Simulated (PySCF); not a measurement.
C2H8OSi, SMILES O(C)[SiH2]C. The structure is a stationary point at PBE0-D3(BJ)/def2-SVP. One conformer was computed; it need not be the lowest.

Computed equilibrium geometry at PBE0-D3(BJ)/def2-SVP (PySCF confirms it by a frequency run) as bond lengths and angles, and its point group (one conformer of several):
point group Cs.
Atoms: Si1 C2 O3 C4 H5 H6 H7 H8 H9 H10 H11 H12. Bonded distances (Å): Si1–C2 1.862, Si1–O3 1.667, Si1–H5 1.500, Si1–H6 1.500, C2–H7 1.101, C2–H8 1.100, C2–H9 1.100, O3–C4 1.398, C4–H10 1.107, C4–H11 1.101, C4–H12 1.107. Bond angles (°): C2–Si1–O3 107.3, C2–Si1–H5 111.2, C2–Si1–H6 111.2, O3–Si1–H5 109.8, O3–Si1–H6 109.8, H5–Si1–H6 107.6, Si1–C2–H7 110.6, Si1–C2–H8 110.6, Si1–C2–H9 110.6, H7–C2–H8 108.3, H7–C2–H9 108.3, H8–C2–H9 108.3, Si1–O3–C4 124.0, O3–C4–H10 112.2, O3–C4–H11 108.9, O3–C4–H12 112.2, H10–C4–H11 107.8, H10–C4–H12 107.8, H11–C4–H12 107.8.
Charge 0, spin multiplicity 1.
